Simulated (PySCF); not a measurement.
B(Cl)2(OSiH3) (BCl₂H₃OSi), SMILES [SiH3]OB(Cl)Cl.

Coordinates come from a B3LYP-D3(BJ)/def2-SVP optimisation. The structure was generated by enumeration, and PubChem lists no compound with its InChIKey, so it may never have been made. The values are those of a single conformer.

Calculation: HF/def2-TZVP in PySCF.

Symmetry labels are those of the subgroup Cs that the program uses (full group Cs).

Problem. List the valence orbital energies around the gap with their symmetry. (Estimate from the structure and the level; the computed values follow.)

Solution. 
```csv
orbital,symmetry,energy (eV)
HOMO−7,A",-16.69
HOMO−6,A',-14.38
HOMO−5,A",-13.82
HOMO−4,A',-13.39
HOMO−3,A',-13.28
HOMO−2,A",-13.14
HOMO−1,A",-12.74
HOMO,A',-12.36
LUMO,A',2.75
LUMO+1,A",3.27
LUMO+2,A',3.70
LUMO+3,A",4.27
```
